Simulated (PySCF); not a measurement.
In(I) anion (IIn), SMILES [I][In] (connectivity only; charge and spin as stated), charge -1, multiplicity 2. Geometry: B3LYP-D3(BJ)/def2-TZVPD. The spin state was assumed, not searched. The def2 effective core potentials stand for the cores of I, In; spin–orbit coupling is left out.

Level of theory: B3LYP-D3(BJ)/def2-TZVPD (PySCF 2.14.0).

Harmonic wavenumbers (cm⁻¹): 104. Rotational constants (GHz): 0.8912 (linear); symmetry number 1.

Work out the zero-point energy and the ideal-gas rigid-rotor harmonic-oscillator thermochemistry at 298.15 K and 1 atm.

ZPE = ½ Σ hcν = ½ × 104 cm⁻¹ = 0.15 kcal/mol. H − E(el) = 2.68 kcal/mol. Entropy in cal/(mol K): translation 42.35, rotation 19.57, vibration 3.37, spin 1.38, total 66.67. G − E(el) = -17.20 kcal/mol. Cp = 8.90 cal/(mol K). Modes under 150 cm⁻¹ make the vibrational entropy uncertain.
